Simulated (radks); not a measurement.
Values are calculated unless marked as measured or tabulated.
Valence configurations of the silver ion Ag+ (all share [Kr]). Level of theory: Dirac Kohn-Sham, PBE, spin-unpolarised, spherical densities, point nucleus; open shells fill j = l - 1/2 first (a radial shooting solver on a logarithmic mesh with Libxc functionals). Energies are relative to 4d10; eigenvalues in eV.

valence          E (eV)  e(4d3/2)  e(4d5/2)  e(5p1/2)  e(5s1/2)
4d10              0.000   -15.981   -15.415         -         -
4d9.5 5s0.5       2.314   -17.750   -17.165         -   -12.023
4d9 5s1           5.153   -19.585   -18.981         -   -12.757
4d9 5s0.5 5p0.5   7.794   -20.276   -19.669    -7.884   -13.203
4d9 5p1          10.472   -20.945   -20.336    -8.234         -
4d8 5s2          12.518   -23.414   -22.770         -   -14.230
4d8.5 5s0.5 5p1  14.107   -22.801   -22.172    -8.700   -14.334
4d8 5p2          24.254   -25.928   -25.276    -9.789         -
4d7 5s2 5p1      28.571   -28.637   -27.949   -10.095   -16.436
4d7 5s1 5p2      34.973   -29.806   -29.114   -10.677   -17.138

NIST lists [Kr] 4d10 as the ground configuration; this level of theory agrees among the configurations tried. The energies are those of spherical spin-averaged densities, not of single terms.
